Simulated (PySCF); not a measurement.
C2H5BFN (SMILES C=CB(N)F), singlet, geometry from GFN2-xTB. Base run: PBE/6-31G*, polarisability run with PySCF.

PySCF was given this input:
```python
from pyscf import gto, scf, dft
from pyscf.prop import polarizability

mol = gto.Mole()
mol.atom = '''
    B    -0.36644450    0.17941371    0.31134699
    F    -1.66078992    0.11559815    0.66707306
    C     0.14411073   -0.76105694   -0.82909244
    C     1.38072741   -0.80638555   -1.30985956
    H    -0.58815307   -1.43373198   -1.26106679
    H     1.67249224   -1.47952669   -2.10109202
    H     2.16387634   -0.16747752   -0.93256943
    N     0.41960079    1.09139135    1.00129677
    H     0.04706124    1.67649177    1.72917383
    H     1.39782081    1.23170813    0.82979662
'''
mol.basis = '6-31g*'
mol.verbose = 4
mol.build()

mf = dft.RKS(mol)
mf.xc = 'pbe'
mf.kernel()
alpha = mf.Polarizability().polarizability()[2, 2]
print('alpha_zz =', alpha)
```

Problem. The base was run again with changes. Order these runs by alpha_zz (bohr³), lowest first: functional = lda,vwn | basis = cc-pVDZ | basis = STO-3G.

Solution. basis = STO-3G (alpha_zz (bohr³) 19.47), functional = lda,vwn (alpha_zz (bohr³) 35.46), basis = cc-pVDZ (alpha_zz (bohr³) 38.04)

Finite-field rows take the second difference of the energy in a field along z; a small field with loose convergence shows SCF noise divided by the square of the field, and a large one adds hyperpolarisability.
